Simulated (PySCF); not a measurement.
C3H9AlO, SMILES C[CH2][Al]([CH3])[OH].

Coordinates come from a r2SCAN-D4/def2-SVP optimisation. The structure was generated by enumeration; whether it is a known compound was not checked. One conformer was computed; it need not be the lowest.

Level of theory: PBE/def2-TZVP (PySCF).

The molecule is in vacuum.

### Question
Estimate the frontier levels, gap, dipole moment and polarisability. (An estimate is asked for; the answer gives what the named calculation found.)

### Answer

```yaml
highest_occupied_level: -6.00 eV
lowest_empty_level: -0.72 eV
orbital_gap: 5.28 eV
dipole_moment: 1.21 D
quadrupole, principal values (traceless, Buckingham form, about the centre of nuclear charge): -6.95, 2.92, 4.03 D·Å
mean_static_polarisability: 68.3 bohr³ (10.12 Å³)
polarisability_principal_values: 56.5, 66.3, 82.0 bohr³
```
